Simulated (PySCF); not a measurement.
Species: C2H13NO2Si3.
InChI=1S/C2H13NO2Si3/c1-3(2)7-5-8-4-6/h7-8H2,1-2,6H3

Computed with TDDFT CAM-B3LYP/def2-SVPD, vertical, gas phase, core orbitals frozen in the response in PySCF. Geometry: PBE0-D3(BJ)/def2-SVP, one conformer, isolated molecule. Torsions of this conformer, `[CH3:1][N:2]([CH3:3])[SiH2:4][O:5][SiH2:6][O:7][SiH3:8]`: C1–N2–Si4–O5 91°, N2–Si4–O5–Si6 45°, Si4–O5–Si6–O7 -64°, O5–Si6–O7–Si8 -48°.

Computed states:

| state | E (eV) | f |
| --- | --- | --- |
| S1 | 6.18 | 0.0070 |
| S2 | 6.59 | 0.044 |
| S3 | 6.76 | 0.010 |
| S4 | 7.18 | 0.041 |
| S5 | 7.21 | 0.0088 |
| S6 | 7.45 | 0.026 |
| S7 | 7.54 | 0.0064 |
| S8 | 7.69 | 0.0053 |
| S9 | 7.76 | 0.0028 |
| S10 | 7.78 | 0.0027 |

Each state is given a Gaussian of 0.5 eV full width at half maximum, with ε(max) = 2.175×10⁸ f / Δν̃ (Δν̃ the width in cm⁻¹). The width is an assumption, not a result. The curve ends short of the highest state used, and states not computed would add to its high-energy end.

**Question.** Give the broadened spectrum and its maxima.

**Answer.** 
(λ (nm), ε (L mol⁻¹ cm⁻¹)): (172.7, 3511), (174.6, 3162), (176.5, 2770), (178.4, 2489), (180.3, 2416), (182.2, 2535), (184.2, 2754), (186.1, 2908), (188.0, 2902), (189.9, 2709), (191.8, 2366), (193.7, 1952), (195.6, 1541), (197.6, 1167), (199.5, 887), (201.4, 675), (203.3, 513), (205.2, 387), (207.1, 287), (209.0, 206), (211.0, 140), (212.9, 93), (214.8, 59), (216.7, 36), (218.6, 21), (220.5, 12), (222.4, 6), (224.4, 3), (226.3, 2), (228.2, 1)

Maxima: 187 nm (6.63 eV), ε about 2900, made up of S2 (80%) and S3 (16%) (ε in L mol⁻¹ cm⁻¹; maxima over ε = 5, shares over 10%). At its high-energy end, 7.18 eV, the curve is still rising (ε about 3500, from S4, S5 and S6).

**Question.** On this curve, what absorbance would a 10⁻⁵ mol/L sample give at 222 nm over a 1 cm path?

**Answer.** 222 nm is 5.585 eV, where ε is about 7.1 L mol⁻¹ cm⁻¹, so A = ε c l ≈ 7.1e-05 (Beer–Lambert, with the gas-phase spectrum and the assumed width).

**Question.** What would ε be at 6.63 eV, the highest of these maxima, with half the width (0.25 eV)?

**Answer.** About 4970 L mol⁻¹ cm⁻¹ against 2930, a factor of about 1.7; a lone state at its own centre would give exactly 2.

**Question.** Coming from long wavelengths, where does ε first pass 100 L mol⁻¹ cm⁻¹?

**Answer.** At about 213 nm (5.83 eV), 0.35 eV below S1.

The vertical ionisation energy (ΔSCF) is 8.58 eV, 0.80 eV above S10.
